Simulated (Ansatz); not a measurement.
Program: Ansatz. Geometries: PBE0-D4/def2-TZVP. ΔE: electronic, gas phase. CBS: MP2 limit from def2 TZ/QZ plus the TZ coupled-cluster correction, frozen cores. DFT in def2-TZVPP. B3LYP here is the variant with VWN-RPA as its local correlation; programs differ in this.

`BC1C=CN1` → `C=C1CBN1`  (isomerisation)

`BC1C=CN1`:

Cartesian coordinates in Å:
```
B -0.709 -0.805 -0.844
C -0.792 0.406 0.107
C 0.566 0.626 -0.551
C 1.135 0.300 0.654
N -0.031 0.188 1.355
H -1.182 -0.721 -1.942
H -0.271 -1.842 -0.436
H -1.539 1.193 0.113
H 0.905 1.112 -1.450
H 2.138 0.148 1.037
H -0.221 -0.605 1.958
```

`C=C1CBN1`:

Z-matrix (Å, degrees):
```
C
C 1 1.522
B 1 2.059 2 50.3
C 1 1.325 2 135.6 3 180.0
N 1 1.406 2 93.3 3 0.0
H 2 1.092 1 114.1 3 -117.0
H 2 1.092 1 114.1 3 117.0
H 3 1.191 2 139.8 1 180.0
H 4 1.082 1 120.0 2 0.0
H 4 1.084 1 121.8 2 -180.0
H 5 1.007 1 126.9 2 180.0
```

Question: Is it downhill or uphill in electronic energy at CCSD(T)/CBS, and by how much? (An estimate is asked.)

Answer: Computed: Downhill: ΔE = -212.3 kJ/mol.

Question: What do these levels give: B3LYP-D4, BHLYP-D4, CAM-B3LYP-D4, PBE, BLYP, r2SCAN0, BHLYP, LC-ωPBE, CCSD(T)/def2-SVP, MP2/def2-TZVPP, CCSD/def2-TZVPP, HF/CBS(def2)? (Best estimate.)

Answer: The calculation gave: B3LYP-D4 -217.9, BHLYP-D4 -229.7, CAM-B3LYP-D4 -221.2, PBE -196.3, BLYP -212.7, r2SCAN0 -211.5, BHLYP -230.3, LC-ωPBE -209.8, CCSD(T)/def2-SVP -218.7, MP2/def2-TZVPP -201.2, CCSD/def2-TZVPP -219.3, HF/CBS(def2) -248.7 kJ/mol.

Question: What do rigid-rotor, harmonic-oscillator terms from PBE0-D4/def2-TZVP frequencies (298.15 K, 1 bar) make of the CCSD(T)/CBS value? (Estimate.)

Answer: Ansatz gave: ΔZPE = +5.1 kJ/mol, ΔH = -206.8 kJ/mol, ΔS = 4 J/(mol·K), ΔG = -208.1 kJ/mol.

Largest T1 diagnostic among the species: 0.015.

In def2-TZVPP, CCSD(T) changes the Hartree–Fock value by +38.1 kJ/mol (the triples alone add +8.6 kJ/mol) and MP2 by +47.6 kJ/mol. At CCSD(T), def2-SVP lies −6.5 kJ/mol from the extrapolated value and def2-TZVPP +1.5 kJ/mol.
